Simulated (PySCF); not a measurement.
Sn(H)(F)2(NH2) (F2H3NSn), SMILES [F][SnH]([NH2])[F]. Atoms are numbered in the order given.

```xyz
7

Sn    -0.0374     0.2483     0.0000
N      1.9184    -0.2946     0.0000
F     -0.8528    -0.5846    -1.5535
F     -0.8528    -0.5846     1.5535
H     -0.4624     1.8960     0.0000
H      2.1280    -0.8635     0.8231
H      2.1280    -0.8635    -0.8231
```

Geometry: B3LYP-D3(BJ)/def2-SVP. The def2 effective core potentials stand for the cores of Sn; spin–orbit coupling is left out. Other conformers were not sampled.

Calculation: B3LYP-D3(BJ)/def2-SVP (PySCF 2.14.0).

Frequencies are harmonic and unscaled.

Computed normal modes with their intensities:
```tsv
mode	ν (cm⁻¹)	IR (km/mol)	Raman (Å⁴/amu)	depolarisation	moving atoms (share of kinetic energy)
1	49	33.1	0.7	0.75	H 61 %, N 24 %, F 12 %
2	158	14.8	1.0	0.75	F 83 %, Sn 9 %
3	169	2.7	2.1	0.75	H 47 %, F 29 %, N 19 %
4	187	40.7	2.7	0.71	F 48 %, Sn 24 %, N 20 %, H 9 %
5	550	43.7	18.1	0.73	H 94 %
6	562	108.3	22.6	0.06	N 70 %, H 20 %
7	573	60.1	19.0	0.75	H 96 %
8	628	62.5	6.0	0.18	F 85 %, Sn 11 %
9	639	61.0	3.9	0.75	F 83 %, Sn 16 %
10	673	80.5	6.3	0.64	H 70 %, N 25 %
11	874	21.7	1.3	0.75	H 89 %, N 9 %
12	1537	10.1	2.5	0.67	H 92 %
13	1973	77.9	204.2	0.21	H 99 %
14	3489	19.4	135.0	0.10	H 96 %
15	3582	23.5	76.0	0.75	H 92 %, N 8 %
```
